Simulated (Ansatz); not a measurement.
Reaction (redistribution): `C[SiH](N)[GeH3]` + `[NH2][Ti]([F])([F])[F]` → `C[SiH](F)[GeH3]` + `[NH2][Ti]([NH2])([F])[F]`

Gas-phase electronic energies from Ansatz, PBE0-D4/def2-TZVP geometries. CCSD(T)/CBS is the MP2 limit (def2-TZVPP, def2-QZVPP) plus CCSD(T) − MP2 in def2-TZVPP, frozen cores. DFT in def2-TZVPP. HSE06 is defined as in plane-wave codes. For Ge, Ti outer-core shells are correlated without core-valence functions, which leaves a few kJ/mol of doubt a bond. Scalar relativity is left out up to krypton. Each species was taken in one conformer, which may not be the lowest.

```json
{"level": "LDA (SPW92)", "ΔE (kJ/mol)": "21.0", "difference from CCSD(T)/CBS": "15.1"}
{"level": "revPBE-D4", "ΔE (kJ/mol)": "24.5", "difference from CCSD(T)/CBS": "18.6"}
{"level": "B97M-V", "ΔE (kJ/mol)": "19.1", "difference from CCSD(T)/CBS": "13.2"}
{"level": "PBE0-D4", "ΔE (kJ/mol)": "19.3", "difference from CCSD(T)/CBS": "13.4"}
{"level": "HSE06-D4", "ΔE (kJ/mol)": "19.4", "difference from CCSD(T)/CBS": "13.5"}
{"level": "CAM-B3LYP-D4", "ΔE (kJ/mol)": "14.8", "difference from CCSD(T)/CBS": "8.9"}
{"level": "ωB97X-V", "ΔE (kJ/mol)": "19.0", "difference from CCSD(T)/CBS": "13.1"}
{"level": "PBE-QIDH", "ΔE (kJ/mol)": "16.3", "difference from CCSD(T)/CBS": "10.4"}
{"level": "revPBE", "ΔE (kJ/mol)": "22.2", "difference from CCSD(T)/CBS": "16.3"}
{"level": "BLYP", "ΔE (kJ/mol)": "15.3", "difference from CCSD(T)/CBS": "9.4"}
{"level": "RPA@PBE/def2-TZVPP", "ΔE (kJ/mol)": "11.0", "difference from CCSD(T)/CBS": "5.1"}
{"level": "HF/def2-SVP", "ΔE (kJ/mol)": "13.9", "difference from CCSD(T)/CBS": "8.0"}
{"level": "HF/def2-QZVPP", "ΔE (kJ/mol)": "9.9", "difference from CCSD(T)/CBS": "4.0"}
{"level": "MP2/def2-QZVPP", "ΔE (kJ/mol)": "9.0", "difference from CCSD(T)/CBS": "3.1"}
{"level": "SCS-MP2/def2-QZVPP", "ΔE (kJ/mol)": "8.6", "difference from CCSD(T)/CBS": "2.7"}
{"level": "CCSD/CBS(def2)", "ΔE (kJ/mol)": "5.8", "difference from CCSD(T)/CBS": "-0.1"}
{"level": "CCSD(T)/CBS", "ΔE (kJ/mol)": "5.9", "difference from CCSD(T)/CBS": "0"}
```

Q: What do rigid-rotor, harmonic-oscillator terms from PBE0-D4/def2-TZVP frequencies (298.15 K, 1 bar) make of the CCSD(T)/CBS value? (Estimate.)

A: Computed: ΔZPE = -0.7 kJ/mol, ΔH = +4.6 kJ/mol, ΔS = -13 J/(mol·K), ΔG = +8.6 kJ/mol. Modes under 50 cm⁻¹ make the entropy rough.

Largest T1 diagnostic among the species: 0.024, so the coupled-cluster value is less sure than usual.

Leaving LDA and LC-ωPBE aside and taking each functional with its dispersion term where it has one, the values, not all of them listed here, spread over 13.2 kJ/mol, from BHLYP-D4 to revPBE-D4. From BLYP to BHLYP (50 % exact exchange), in def2-TZVPP and without D4, ΔE moves by −4.8 kJ/mol. At CCSD(T), def2-SVP lies +18.3 kJ/mol from the extrapolated value and def2-TZVPP +5.9 kJ/mol.

CCSD(T)/CBS has its own doubt, a few kJ/mol and more with outer-core shells, so smaller differences from it don't rank the levels.
